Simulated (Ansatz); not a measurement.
Basis sets compared for `c1ccc(-c2ccc(-c3ccc(-c4ccccc4)cc3)cc2)cc1`. Charge 0, multiplicity 1. Geometry r2SCAN-D4/def2-SVP. Ansatz on 2 threads of AMD EPYC 7R13 on a shared host and a share (18 GiB) of an NVIDIA H100 80GB HBM3; times are rough, and most runs start from earlier orbitals.

Cartesian coordinates in Å:
```
C -1.8828 5.5194 -5.3240
C -1.4018 4.2734 -5.7399
C -1.0698 3.2974 -4.7990
C -1.2093 3.5447 -3.4191
C -0.8567 2.5106 -2.4216
C -1.0788 1.1440 -2.6772
C -0.7481 0.1707 -1.7378
C -0.1757 0.5164 -0.4985
C 0.1766 -0.5167 0.4979
C 1.3004 -0.3717 1.3341
C 1.6330 -1.3459 2.2720
C 0.8562 -2.5106 2.4218
C 1.2089 -3.5447 3.4193
C 2.5552 -3.8383 3.7131
C 2.8877 -4.8143 4.6537
C 1.8825 -5.5194 5.3240
C 0.5411 -5.2386 5.0437
C 0.2081 -4.2636 4.1022
C -0.2683 -2.6549 1.5870
C -0.5994 -1.6824 0.6469
C 0.0479 1.8833 -0.2437
C -0.2858 2.8567 -1.1819
C -1.6939 4.8047 -3.0159
C -2.0273 5.7798 -3.9572
H -2.1436 6.2840 -6.0615
H -1.2761 4.0620 -6.8064
H -0.6683 2.3366 -5.1351
H -1.5360 0.8411 -3.6236
H -0.9195 -0.8830 -1.9765
H 1.9360 0.5128 1.2335
H 2.5040 -1.1936 2.9160
H 3.3498 -3.3130 3.1745
H 3.9405 -5.0322 4.8586
H 2.1434 -6.2839 6.0615
H -0.2535 -5.7776 5.5690
H -0.8444 -4.0330 3.9116
H -0.8839 -3.5558 1.6647
H -1.4900 -1.8194 0.0268
H 0.4738 2.1895 0.7162
H -0.0831 3.9080 -0.9577
H -1.8379 5.0096 -1.9507
H -2.4112 6.7479 -3.6208
```

Single mean-field runs in def2-SVP, def2-TZVP are fitted with def2-universal-jkfit.

Binding counts from free atoms (C triplet, H doublet) in the same basis, without a counterpoise term.

```csv
level,functions,energy (Eh),HOMO (eV),LUMO (eV),binding per atom (eV),wall time
PBE-D4/def2-SVP,426,-923.6314,-5.24,-2.17,5.59,7 s
PBE0-D4/def2-SVP,426,-923.7212,-6.08,-1.45,5.48,7.5 s
```

(1) Estimate the rows for PBE-D4/def2-TZVP (with forces), PBE0-D4/def2-TZVP.

## Answers

(1) 
```csv
level,functions,energy (Eh),HOMO (eV),LUMO (eV),binding per atom (eV),wall time
PBE-D4/def2-TZVP (with forces),852,-924.5946,-5.28,-2.26,5.51,12 s
PBE0-D4/def2-TZVP,852,-924.6743,-6.07,-1.52,5.39,9.5 s
```
